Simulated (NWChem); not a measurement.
# Atomisation of FIn

```xyz
2

In     0.0000     0.0000    -0.3098
F      0.0000     0.0000     1.6864
```
Charge 0, spin multiplicity 1.

Program: NWChem. Structure: optimised with PBE0/def2-SVP with def2 effective core potentials on In, a minimum by its harmonic frequencies.

Basis set: def2-TZVP. The atomisation energy is electronic alone: no zero-point, thermal, spin-orbit or counterpoise terms. No value is extrapolated to the basis-set limit. Free atoms are single determinants with multiplicities In 2, F 2. Correlated methods freeze the same cores in atoms and molecule, 5 orbitals in all.

| method | atomisation energy (kcal/mol) | relative cost |
|---|---|---|
| r2SCAN | 128.8 | under 3 |
| HF | 84.1 | 1 |
| PBE0 | 124.8 | under 3 |
| LDA (SVWN5) | 152.0 | under 3 |
| CCSD(T) | 124.6 | 10 |
| LC-wPBE (omega 0.3 per bohr) | 130.4 | 20 |
| BLYP | 131.6 | under 3 |
| PBE | 133.3 | under 3 |
| B3LYP | 127.1 | under 3 |
| MP2 | 132.3 | under 3 |

The values span 67.9 kcal/mol, from HF (lowest) to LDA (SVWN5) (highest). Costs are rough ratios of processor time within this set of runs, SCF included, with HF as 1. Costs are the molecule's.

Effective core potentials replace the inner electrons of In; spin-orbit coupling is left out. B3LYP has NWChem's definition, with VWN1-RPA local correlation. GW and range-separated runs recompute their integrals, the others keep them in memory, which bears on the times. The structure started from a generated list of species. No SCF solution was tested for a lower state. Open-shell Hartree-Fock references start from PBE0 orbitals; any time given for them includes that run. Coupled-cluster values serve here as a point of comparison, not as the truth.
